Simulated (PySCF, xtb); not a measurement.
Mo(O)2(Me)(SH) (CH₄MoO₂S), SMILES [Mo]([SH])(=[O])(=[O])[CH3], multiplicity 1.

GFN2-xTB (xtb) at its own geometry gives an orbital gap of 2.91 eV and a dipole moment of 4.25 D.

Coordinates come from a PBE0-D3(BJ)/def2-SVP optimisation. The spin state was assumed, not searched. The structure was generated by enumeration; whether it is a known compound was not checked. The def2 effective core potentials stand for the cores of Mo; spin–orbit coupling is left out. Other conformers were not sampled.

Task: What does PBE0/def2-TZVP (PySCF) give? (Estimate from the structure and the level; the computed values follow.)

Result: gap 5.43 eV (levels -8.45 and -3.02 eV), dipole 2.84 D.
